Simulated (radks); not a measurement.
Q: Neutral boron, configuration [He] 2s2 3s1 (not the ground configuration). All-electron calculation, non-relativistic Kohn-Sham, r2SCAN, spin-polarised, spherical densities, point nucleus; open shells are filled with parallel spins first; meta-GGA in the generalised Kohn-Sham scheme. Program: a radial shooting solver on a logarithmic mesh with Libxc functionals. Some entries of the table are withheld. Estimate them.

orbital  occ.  eigenvalue (eV)  <r^2> (bohr^2)
1s up       1        -191.6954             (1)
1s down     1        -191.6435             (2)
2s up       1         -14.9754           3.823
2s down     1         -14.9088           3.927
2p up       0          -8.2584           4.708
2p down     0          -8.2256           4.530
3s up       1          -2.0317           45.90

A: 
(1) 1s up <r^2> (bohr^2): 0.1456
(2) 1s down <r^2> (bohr^2): 0.1456
